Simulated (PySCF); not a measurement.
C₅H₅B (SMILES C#CB(C)C#C), singlet, at a GFN2-xTB geometry, atoms displaced at random by about 0.08 Å a coordinate. Base run: PySCF with PBE/6-31G, gradient.

The PySCF input:
```python
from pyscf import gto, scf, dft

mol = gto.M(
    atom='''
B     0.172311   -0.199573    0.150337
C    -1.124322   -0.653487   -0.104553
C    -2.458697   -0.922042   -0.512996
H    -3.362510   -1.230435   -0.515695
C     0.590062    1.237285   -0.225076
C     1.140507    2.316534   -0.492307
H     1.546388    3.279315   -0.945218
C     1.080579   -1.216174    0.928647
H     1.323566   -0.865082    1.860919
H     2.200240   -1.441378    0.423365
H     0.605792   -2.247109    1.079550
''',
    basis='6-31g',
    charge=0,
    spin=0,
    verbose=4,
)

mf = dft.RKS(mol)
mf.xc = 'pbe'
mf.kernel()
g = mf.nuc_grad_method()
grad = g.kernel()
```

The coordinate followed is x of atom 10.

Each row names what was changed in the base input (with any setting that the change needs).

```tsv
change	dE/dx (Eh/bohr)	net force (Eh/bohr)
base	0.052182	0.000045
grids.level = 5; grid_response = on	0.052183	0.000000
finite difference step (bohr) = 1e-3; conv_tol = 1e-11	0.052184	-
finite difference step (bohr) = 0.01; conv_tol = 1e-11	0.052179	-
grids.level = 1; grid_response = on	0.052207	0.000000
conv_tol = 1e-4	0.052412	0.000045
conv_tol = 1e-6	0.052208	0.000045
grids.level = 0; grid_response = off	0.052937	0.003727
finite difference step (bohr) = 0.05; conv_tol = 1e-11	0.052046	-
conv_tol = 1e-11	0.052183	0.000045
density fitting = on; auxbasis_response = off	0.052154	0.000668
density fitting = on	0.052176	0.000045
```

The net force is zero for an exact gradient.
